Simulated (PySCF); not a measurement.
## CdB, r²SCAN: how much the basis matters

PySCF, UKS reference; doublet, unpaired electrons π ↑; De to Cd + B without counterpoise correction.

```
     basis                           relativity  functions  Re (Å)  ωe (cm⁻¹)  De (eV)  μ (D)
  def2-SVP  scalar-relativistic core potentials         45   2.367        306     0.58  -1.79
 def2-SVPD  scalar-relativistic core potentials         54   2.364        308     0.59  -1.79
def2-TZVPP  scalar-relativistic core potentials         87   2.362        302     0.58  -1.76
```

Q: How does each smaller set differ from the one with most functions, def2-TZVPP?

A: def2-SVP: +0.5 pm, +1.3 % in ωe, +0.00 eV in De; def2-SVPD: +0.2 pm, +2.0 % in ωe, +0.01 eV in De. All at r²SCAN; the set with most functions is neither the basis-set limit nor always the best.

A positive dipole means Cd(−)B(+). Spin–orbit coupling is left out. The state was picked by a PBE0 search and need not be the measured ground state.
